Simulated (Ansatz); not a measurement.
Si4B⁻. Total charge -1; singlet. Geometry PBE0-D4/def2-SVPD; atoms count from 1.

```xyz
5

B    -0.003   -0.003    0.004
Si    2.813   -2.816   -0.054
Si   -2.808    2.821    0.046
Si    1.311   -1.317   -0.022
Si   -1.313    1.315    0.026
```

The restricted singlet is unstable towards broken spin symmetry at other levels; at PBE0-D4/def2-TZVPD this wasn't settled. The geometry of the singlet was relaxed on an unsound state (restricted singlet, unstable towards broken spin symmetry at other levels and untested here). Another isomer (singlet) lies 3.65 eV lower at PBE0-D4/def2-TZVPD; other spin states weren't run for this one.

Question: Estimate the Mulliken populations from the PBE0/def2-TZVPD orbitals of Ansatz.

Answer: 
```csv
atom,charge (e)
B1,-0.31
Si2,-0.38
Si3,-0.38
Si4,0.04
Si5,0.04
```
Mulliken values and Mayer orders depend strongly on the basis. With diffuse functions, as here, like atoms can get unlike values, and bond orders can come out too low or too high.

Question: And the Mayer bond orders between bonded heavy atoms (over 0.3)?

Answer: B1–Si4 1.79 (1.86 Å); B1–Si5 1.79 (1.86 Å); Si2–Si4 1.39 (2.12 Å); Si3–Si5 1.39 (2.12 Å). Values over 0.3 also appear between atoms too far apart for a bond (B1–Si2 0.50 at 3.98 Å; B1–Si3 0.50 at 3.98 Å); they arise where an orbital or an unpaired electron spreads over both atoms.
